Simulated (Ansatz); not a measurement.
The cluster Li12⁻, 12 atoms. Hardware: 4 threads of Intel Xeon 6975P-C on a shared host.

Correlated methods freeze no core orbitals; core or outer-core shells of Li are correlated, in sets that lack core-valence functions.

**Question.** How many basis functions does each of these Ansatz runs have, and roughly what does it cost? ωB97X-V/def2-TZVPD, charge -1 doublet, energy, from earlier orbitals; r2SCAN0/def2-TZVPD, charge -1 doublet, energy, from earlier orbitals; PBE0/def2-TZVPD, charge -1 doublet, energy, from earlier orbitals; r2SCAN/def2-TZVPD, charge -1 doublet, energy, from earlier orbitals; MP2/def2-TZVPD, charge -1 doublet, energy, from earlier orbitals; CCSD(T)/def2-SVPD, charge -1 doublet, energy, from earlier orbitals; PBE/def2-TZVPD, charge -1 doublet, energy and forces, from earlier orbitals; r2SCAN/def2-SVPD, charge -1 doublet, relaxation, 17 steps; ωB97M-V/def2-TZVPD, charge -1 doublet, energy, from earlier orbitals; PBE/def2-SVP, charge -1 doublet, energy with a search over starts.

**Answer.** Other jobs shared the machine, so times can vary by a factor of up to 3. A dash marks memory too small to be measured apart from the calling script's.

```json
{"run": "PBE/def2-TZVPD, charge -1 doublet, energy and forces, from earlier orbitals", "functions": "204", "fitting or Cholesky vectors": "1980", "wall time": "4.9 s", "peak host memory (GiB)": "–"}
{"run": "PBE0/def2-TZVPD, charge -1 doublet, energy, from earlier orbitals", "functions": "204", "fitting or Cholesky vectors": "1980", "wall time": "7.5 s", "peak host memory (GiB)": "0.86"}
{"run": "MP2/def2-TZVPD, charge -1 doublet, energy, from earlier orbitals", "functions": "204", "fitting or Cholesky vectors": "2268", "wall time": "11 s", "peak host memory (GiB)": "0.74"}
{"run": "r2SCAN/def2-TZVPD, charge -1 doublet, energy, from earlier orbitals", "functions": "204", "fitting or Cholesky vectors": "1980", "wall time": "15 s", "peak host memory (GiB)": "0.93"}
{"run": "r2SCAN0/def2-TZVPD, charge -1 doublet, energy, from earlier orbitals", "functions": "204", "fitting or Cholesky vectors": "1980", "wall time": "17 s", "peak host memory (GiB)": "1.2"}
{"run": "PBE/def2-SVP, charge -1 doublet, energy with a search over starts", "functions": "108", "fitting or Cholesky vectors": "1632", "wall time": "39 s", "peak host memory (GiB)": "–"}
{"run": "ωB97X-V/def2-TZVPD, charge -1 doublet, energy, from earlier orbitals", "functions": "204", "fitting or Cholesky vectors": "1980", "wall time": "40 s", "peak host memory (GiB)": "1.8"}
{"run": "ωB97M-V/def2-TZVPD, charge -1 doublet, energy, from earlier orbitals", "functions": "204", "fitting or Cholesky vectors": "1980", "wall time": "64 s", "peak host memory (GiB)": "1.9"}
{"run": "CCSD(T)/def2-SVPD, charge -1 doublet, energy, from earlier orbitals", "functions": "144", "fitting or Cholesky vectors": "2000", "wall time": "67 s", "peak host memory (GiB)": "4.2"}
{"run": "r2SCAN/def2-SVPD, charge -1 doublet, relaxation, 17 steps", "functions": "144", "fitting or Cholesky vectors": "1788", "wall time": "82 s", "peak host memory (GiB)": "–"}
```
